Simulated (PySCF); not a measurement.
Task: Write Cartesian coordinates for `C=CC(F)(C#N)C#N` as optimised with PBE0-D3(BJ)/def2-SVP.

Result: 
```xyz
11
C5H3FN2 angstrom
C     -1.900   -0.773   -0.048
C     -0.677   -0.678    0.462
C      0.376    0.224   -0.150
F     -0.115    0.874   -1.245
C      0.812    1.233    0.841
N      1.125    2.016    1.630
C      1.547   -0.582   -0.562
N      2.441   -1.240   -0.881
H     -2.193   -0.203   -0.933
H     -2.642   -1.430    0.410
H     -0.353   -1.235    1.345
```

Orientation and origin are arbitrary. Atoms count from 1 in this order. The C–C distances run from 1.328 Å (C1=C2, drawn double) to 1.515 Å (C2–C3, drawn single), a spread of 0.187 Å. Of the pairs four or more bonds apart, F4···H9 is among the closest relative to their van der Waals radii: 2.36 Å, 88 % of the sum of Bondi's values.

Bonds between heavy atoms (Å): C1=C2 1.328, C2–C3 1.515, C3–F4 1.364, C3–C5 1.480, C5≡N6 1.155, C3–C7 1.480, C7≡N8 1.155.

Computed, not measured: PBE0-D3(BJ)/def2-SVP geometry optimisation, gas phase (PySCF 2.14.0).

Point group: Cs (tolerance 0.08 Å). Not checked by PBE0-D3(BJ)/def2-SVP frequencies. One conformer, not necessarily the lowest (C1–C2–C3–F4 0°).
